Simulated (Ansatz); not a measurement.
AlH3 (SMILES [AlH3]) moved off its minimum; all values from Ansatz (a quantum-chemistry and plane-wave program), cores frozen in correlated methods.
(charge 0, multiplicity 1)
```xyz
4

Al    -0.0346     0.0804     0.1791
H      0.6163    -0.7119     1.3817
H     -0.2754     1.3895    -0.1883
H     -0.5137    -1.0467    -1.0191
```

| level | largest force (eV/Å) | on atom | rms difference from CCSD(T)/aug-cc-pV(T+d)Z (eV/Å) | dipole (D) |
|---|---|---|---|---|
| HF/def2-TZVPP | 5.54 | Al1 | 0.078 | 1.46 |
| PBE/def2-TZVPP | 5.19 | Al1 | 0.083 | 1.24 |
| r2SCAN/def2-TZVPP | 5.30 | Al1 | 0.010 | 1.31 |
| B3LYP/def2-TZVPP | 5.27 | Al1 | 0.038 | 1.32 |
| wB97M-V/def2-TZVPP | 5.28 | Al1 | 0.069 | 1.37 |
| MP2/aug-cc-pV(T+d)Z | 5.41 | Al1 | 0.048 | 1.38 |
| CCSD(T)/aug-cc-pV(T+d)Z | 5.32 | Al1 | 0.000 | 1.33 |

The differences count from one level among others, with limits of its own. Forces at CCSD(T)/aug-cc-pV(T+d)Z (eV/Å):

```csv
atom,Fx,Fy,Fz
Al1,0.182,-5.298,-0.483
H2,0.065,0.450,0.272
H3,-0.533,4.022,-0.605
H4,0.286,0.826,0.816
```
